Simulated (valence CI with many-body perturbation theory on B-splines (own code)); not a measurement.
The numbers below are computed, except where a source is named.
Hyperfine factors and g values of La50+

Level of theory: valence CI with perturbative core correlation (CI+MBPT): five valence electrons over a frozen Dirac-Fock core [He], radial functions for each j: 9 s, 9 p, 8 d, 6 f, 3 g, 1 h, with the one-electron correlation potential Σ1, the two-electron term Σ2, the three-electron term Σ3, Breit, model QED; selected CI, second order for the rest (own B-spline code, finite nucleus).

The last digits are not significant, and no measured levels were compared; by estimate large intervals hold to a few tenths of a per cent, small ones and those within an open d or f shell to about a per cent. Among the levels kept, up to 1200 cm⁻¹ of a level comes from second order outside the variational space, and about a tenth of that is noise between levels of different J, which matters for small intervals.

A/g_I is the dipole constant over the nuclear g factor μ/I (μ in nuclear magnetons, uniformly magnetised nucleus), B/Q the quadrupole constant per barn. Both hold the static response of the core; the bare values leave it out. Large factors of s and p1/2 electrons are usually good to 5 to 10 %; those of open d and f shells near neutrality can be off by tens of per cent, and small factors of p3/2, d and f electrons come from cancelling terms and can be off by a factor of two or in sign, in half-filled shells by more. B is blank for J = 1/2, where it vanishes, and for nearly pure S terms. Energies count from the lowest level.

Levels are named by their leading jj configuration (3d3/2^4 stands for four electrons in 3d with j = 3/2), which in mixed levels can hold well under half, so a name can repeat and another be missing. Letters in brackets count levels of one name in rising energy.

```csv
Level,E (Ry),g,A/g_I (MHz),A/g_I bare,B/Q (MHz/b),B/Q bare
(2s^2 2p1/2^2 2p3/2) J=3/2,0.00,1.349,342000,352000,640000,641000
(2s^2 2p1/2 2p3/2^2) J=3/2,30.43,1.441,-59300,-45600,74500,74600
(2s^2 2p1/2 2p3/2^2) J=5/2,31.96,1.178,776000,780000,-2550,-2550
(2s^2 2p1/2 2p3/2^2) J=1/2,34.46,0.638,2460000,2440000,,
(2s 2p1/2^2 2p3/2^2) J=5/2,47.71,1.474,1790000,1780000,164000,164000
(2s 2p1/2^2 2p3/2^2) J=1/2,53.16,2.074,7480000,7390000,,
(2s 2p1/2^2 2p3/2^2) J=3/2,53.27,1.194,-1070000,-1030000,-149000,-149000
(2s^2 2p3/2^3) J=3/2,64.99,1.285,367000,375000,-716000,-718000
(2s 2p1/2 2p3/2^3) J=3/2 [a],79.69,1.566,1780000,1770000,-529000,-530000
(2s 2p1/2 2p3/2^3) J=5/2,82.20,1.283,2230000,2220000,-846000,-847000
(2s 2p1/2 2p3/2^3) J=1/2,85.18,1.403,-2580000,-2520000,,
(2s 2p1/2 2p3/2^3) J=3/2 [b],85.97,1.046,124000,142000,-142000,-142000
(2p1/2^2 2p3/2^3) J=3/2,105.07,1.314,336000,354000,-675000,-677000
(2s 2p3/2^4) J=1/2,116.87,1.792,7550000,7450000,,
(2p1/2 2p3/2^4) J=1/2,137.14,0.638,2460000,2440000,,
(2s^2 2p1/2^2 3s) J=1/2,377.09,2.012,2150000,2130000,,
(2s^2 2p1/2^2 3p1/2) J=1/2,382.32,0.655,708000,703000,,
(2s^2 2p1/2^2 3p3/2) J=3/2,392.30,1.329,101000,104000,184000,184000
(2s^2 2p1/2^2 3d3/2) J=3/2,397.28,0.785,58900,58800,29900,30200
(2s^2 2p1/2^2 3d5/2) J=5/2,400.48,1.195,21900,22000,21700,22100
(2s^2 2p1/2 2p3/2 3s) J=3/2 [a],408.06,1.666,535000,539000,430000,431000
(2s^2 2p1/2 2p3/2 3s) J=1/2,408.62,1.299,-939000,-912000,,
(2s^2 2p1/2 2p3/2 3s) J=5/2,409.35,1.328,1140000,1140000,600000,601000
(2s^2 2p1/2 2p3/2 3s) J=3/2 [b],409.70,0.977,706000,713000,366000,367000
(2s^2 2p1/2 2p3/2 3p1/2) J=1/2,413.25,1.724,-459000,-437000,,
(2s^2 2p1/2 2p3/2 3p1/2) J=3/2 [a],413.66,1.140,523000,529000,126000,126000
(2s^2 2p1/2 2p3/2 3p1/2) J=5/2,414.57,1.071,851000,854000,593000,594000
(2s^2 2p1/2 2p3/2 3p1/2) J=3/2 [b],416.54,1.333,526000,534000,633000,634000
(2s^2 2p1/2 2p3/2 3p3/2) J=5/2 [a],421.86,1.506,863000,862000,727000,728000
(2s^2 2p1/2 2p3/2 3p3/2) J=1/2 [a],422.89,1.609,-613000,-600000,,
(2s^2 2p1/2 2p3/2 3p3/2) J=3/2 [a],423.37,1.155,782000,782000,-428000,-429000
(2s^2 2p1/2 2p3/2 3p3/2) J=3/2 [b],423.69,1.442,1200000,1200000,203000,204000
(2s 2p1/2^2 2p3/2 3s) J=5/2,423.79,1.513,1150000,1140000,509000,510000
(2s^2 2p1/2 2p3/2 3p3/2) J=7/2,423.89,1.233,548000,552000,796000,798000
(2s^2 2p1/2 2p3/2 3p3/2) J=5/2 [b],425.47,1.221,733000,735000,151000,151000
(2s 2p1/2^2 2p3/2 3s) J=3/2 [a],425.49,1.439,1110000,1110000,301000,302000
(2s^2 2p1/2 2p3/2 3p3/2) J=1/2 [b],426.14,0.655,1900000,1890000,,
(2s^2 2p1/2 2p3/2 3d3/2) J=3/2 [a],428.27,1.077,506000,506000,-175000,-176000
(2s^2 2p1/2 2p3/2 3d3/2) J=5/2 [a],428.37,1.116,717000,716000,226000,227000
(2s^2 2p1/2 2p3/2 3d3/2) J=1/2 [a],428.64,0.238,538000,525000,,
```

Problem. Take the isotope of mass number 139, with I = 7/2, μ = 2.7791 μN and Q = 0.206 b. What is the hyperfine structure of (2s^2 2p1/2 2p3/2^2) J=5/2?

Solution. From the table A = 616000 MHz, B = -525 MHz. Shifts from the centre of gravity in MHz: F = 1: -6930000, F = 2: -5700000, F = 3: -3850000, F = 4: -1390000, F = 5: 1690000, F = 6: 5390000.
